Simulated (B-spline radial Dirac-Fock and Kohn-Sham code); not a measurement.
## Dipole and non-dipole photoemission parameters of Ru 3p1/2

System: neutral ruthenium in the configuration [Kr] 4d7 5s1; threshold 483.3 eV (tabulated edge). Level of theory: Dirac-Hartree-Slater photoionisation with a Latter tail; cross sections with all multipoles, angular parameters from the dipole term and its interference with E2; a radial B-spline solver.

Input file task.json (cfg lists n, l and occupation; rrms is the nuclear radius in fm):

```json
{"items": [{
  "Z": 44,
  "q": 0,
  "cfg": [[1, 0, 2], [2, 0, 2], [2, 1, 6], [3, 0, 2], [3, 1, 6], [3, 2, 10], [4, 0, 2], [4, 1, 6], [4, 2, 7], [5, 0, 1]],
  "A": 102,
  "rrms": 4.4809,
  "do": "xps",
  "hv": [60, 61.4, 71.4, 74.0, 80, 109.0, 199.0, 200, 300, 418.0, 451.0, 496.0, 600, 617.0, 646.0, 758.0, 796.0, 975.0, 1130.0, 1253.6, 2000, 2050.0, 2600.0, 3060.0, 3590.0, 7080.0, 8950.0, 10400.0, 12000],
  "edges": {"K": 22117.0, "L1": 3224.0, "L2": 2967.0, "L3": 2838.0, "M1": 586.1, "M2": 483.3, "M3": 461.5, "M4": 284.2, "M5": 280.0, "N1": 75.0}
}]}
```

Launch: `python xray2_run.py task.json out`

```
hν (eV)  σ (kb)       β       γ      δ
    496     164  -0.226  -0.156  0.016
    600     159   0.883   0.222  0.095
    617     155   0.962   0.258  0.083
    646     149   1.069   0.286  0.066
    758     128   1.316   0.239  0.028
    796     122   1.366   0.205  0.021
    975    93.6   1.504   0.071  0.006
   1130    74.9   1.559   0.007  0.003
 1253.6    63.3   1.584  -0.016  0.002
   2000    26.6   1.606   0.069  0.004
   2050    25.3   1.604   0.080  0.004
   2600    15.2   1.577   0.219  0.008
   3060    10.6   1.550   0.336  0.012
   3590    7.27   1.517   0.466  0.017
   7080       ?       ?       ?      ?
   8950   0.659   1.236   1.346  0.085
  10400   0.428   1.178   1.494  0.105
  12000   0.281   1.121   1.632  0.127
```

**Question.** Give the values at 7080 eV.

**Answer.** σ = 1.27 kb, β = 1.320, γ = 1.111, δ = 0.059.

Values without a named source are computed, but for edge energies of neutral atoms, which are taken from tables.
